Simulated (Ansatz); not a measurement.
`C#[C][Ge]([CH3])([F])[F]` + NH₃ → `[CH3][Ge]([NH2])([F])[F]` + `C#C` at 700 K and 1 bar (ligand exchange at a Ge–C bond).

Gas-phase electronic energies from Ansatz, PBE0-D4/def2-TZVP geometries. CCSD(T)/CBS is the MP2 limit (def2-TZVPP, def2-QZVPP) plus CCSD(T) − MP2 in def2-TZVPP, frozen cores. This one scheme is used for every species. For Ge outer-core shells are correlated without core-valence functions, which leaves a few kJ/mol of doubt a bond. Scalar relativity is left out up to krypton. Each species was taken in one conformer, which may not be the lowest.

```tsv
species	CCSD(T)/CBS energy (Eh)	H − E (kJ/mol)	S (J/(mol·K))
`C#[C][Ge]([CH3])([F])[F]`	-2392.29725	244.1	502.0
NH₃	-56.50880	116.9	226.5
`[CH3][Ge]([NH2])([F])[F]`	-2371.58148	257.8	482.3
`C#C`	-77.22717	102.1	244.4
```

H − E and S are ideal-gas, rigid-rotor, harmonic terms from PBE0-D4/def2-TZVP, for one conformer and one mirror image of each species. 1 Eh = 2625.50 kJ/mol, R = 8.31446 J/(mol·K).

Question: By hand: ΔE, ΔH, ΔS and ΔG.

Answer: ΔE = (-2371.58148) + (-77.22717) − (-2392.29725) − (-56.50880) = -0.00260 Eh = -6.8 kJ/mol. Δ(H − E) = 257.8 + 102.1 − 244.1 − 116.9 = -1.1, so ΔH = -7.9 kJ/mol. ΔS = 482.3 + 244.4 − 502.0 − 226.5 = -1.8 J/(mol·K). ΔG = -7.9 − 700 × (-1.8)/1000 = -6.6 kJ/mol.

Question: By hand: the equilibrium constant, and the temperature at which ΔG would vanish if ΔH and ΔS stayed fixed.

Answer: log₁₀ K = −ΔG/(RT ln 10) = 0.5. ΔG = 0 at ΔH/ΔS = 4389 K, far beyond where these terms or the molecules hold.

The number of gas molecules stays the same, so ΔS is small and ΔH decides. A doubt of 5 kJ/mol in ΔE shifts log₁₀ K by 0.4 here. Other conformers and mirror images would add mixing entropy, several J/(mol·K) or more a flexible species. These are equilibria of isolated gas molecules and say nothing of rates. Largest T1 diagnostic: 0.013 (customary marks: 0.02 for closed shells, 0.045 for open ones).
